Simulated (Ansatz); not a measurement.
```yaml
crystal:
  periodic: [false, false, false]
  atoms:
    - {symbol: O, position_ang: [-1.556401, -0.639114, 0.769317]}
    - {symbol: W, position_ang: [-0.321140, -0.021707, -0.177538]}
    - {symbol: O, position_ang: [1.303203, -0.782502, 0.368663]}
    - {symbol: F, position_ang: [-0.200022, -1.212926, -1.593377]}
    - {symbol: Cl, position_ang: [-1.272382, 1.441195, -1.657011]}
    - {symbol: Cl, position_ang: [0.283125, 1.805199, 1.100711]}
    - {symbol: D, position_ang: [1.763617, -0.590156, 1.189235]}
basis:
  gaussian: {orbitals: ANO-RCC-VTZP}
hamiltonian: {xc: {name: B97}}
```

```sh
$ ansatz run in.yaml --threads 4 --pin off --events-out ev --progress --plain --max-ram 10444MiB
```

It prints (some lines left out):

```
Error: YAML parse error: error: line 10 column 16: `D` is not an element symbol (H … Og, case-exact)
 8 |     - {symbol: Cl, position_ang: [-1.272382, 1.441195, -1.657011]}
 9 |     - {symbol: Cl, position_ang: [0.283125, 1.805199, 1.100711]}
10 |     - {symbol: D, position_ang: [1.763617, -0.590156, 1.189235]}
11 | basis:
12 |   gaussian: {orbitals: ANO-RCC-VTZP}
```

Q: What is wrong with this run?

A: An element symbol is wrong. The program refused the input.
